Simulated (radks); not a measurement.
Isoelectronic series with 41 electrons, all held in the configuration [Kr] 4d4 5s1, which need not be the ground one along the series. All-electron calculation, Dirac Kohn-Sham, BLYP, spin-unpolarised, spherical densities, finite nucleus; open shells are shared between the two j in proportion to 2j + 1; Fermi nuclear charge, rms radius of each element as measured or else 0.836 A^(1/3) + 0.57 fm. Program: a radial shooting solver on a logarithmic mesh with Libxc functionals. Total energies (hartree) and mean radii <r> (bohr):

ion    E (hartree)   4d5/2   4d3/2   5s1/2
Nb     -3820.58421   2.243   2.207   3.728
Tc2+   -4285.73527   1.569   1.555   2.757
Rh4+   -4781.06446   1.282   1.272   2.258
Ag6+   -5306.70245   1.104   1.095   1.938
In8+   -5862.88287  0.9770  0.9694   1.710
Sb10+  -6449.89842  0.8802  0.8731   1.535
I12+   -7068.08178  0.8030  0.7962   1.396
Cs14+   -7717.8050  0.7395  0.7329   1.282
La16+   -8399.4726  0.6861  0.6797   1.186
Pr18+   -9113.5267  0.6404  0.6341   1.105
Pm20+   -9860.4348  0.6008  0.5946   1.034
Eu22+  -10640.6937  0.5661  0.5599  0.9713
Tb24+  -11454.9326  0.5353  0.5291  0.9162
Ho26+  -12303.6305  0.5079  0.5016  0.8669
Tm28+  -13187.5332  0.4832  0.4769  0.8225
Lu30+  -14107.2213  0.4609  0.4546  0.7824

4d5/2 drops below 5s1/2 between Nb and Tc2+. 4d3/2 drops below 5s1/2 between Nb and Tc2+.
